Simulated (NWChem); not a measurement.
Species: GeH₄; SMILES [GeH4]

```xyz
5

Ge     0.0000     0.0000     0.0000
H      0.7198    -0.0118     1.3583
H     -0.4779    -1.4212    -0.3390
H      0.9688     0.4883    -1.0891
H     -1.2107     0.9448     0.0699
```
Atoms are numbered in this order, from 1.

Results from NWChem. Medium grid unless said otherwise, to which SCAN and Minnesota functionals are sensitive. All runs use the structure optimised with PBE0/def2-SVP. B3LYP is NWChem's, with the RPA form of VWN correlation. Total energies of different functionals are on different scales.

```
level               energy (Ha)  highest occupied level (eV)  orbital gap (eV)
------------------  -----------  ---------------------------  ----------------
B3LYP/def2-SVP       -2079.1754                        -9.39             10.71
PBE/def2-SVP         -2078.7925                        -8.29              9.01
r2SCAN/def2-SVP      -2079.1143                        -8.66              9.77
N12/def2-SVP         -2080.2176                        -8.09              9.09
SCAN/def2-SVP        -2079.3048                        -8.67              9.72
BHandHLYP/def2-SVP   -2079.0999                       -10.85             13.26
B97-2/def2-SVP       -2079.6663                        -9.38             10.92
r2SCAN0/def2-SVP     -2079.0960                        -9.85             11.65
TPSS/def2-SVP        -2079.1093                        -8.55              9.45
```
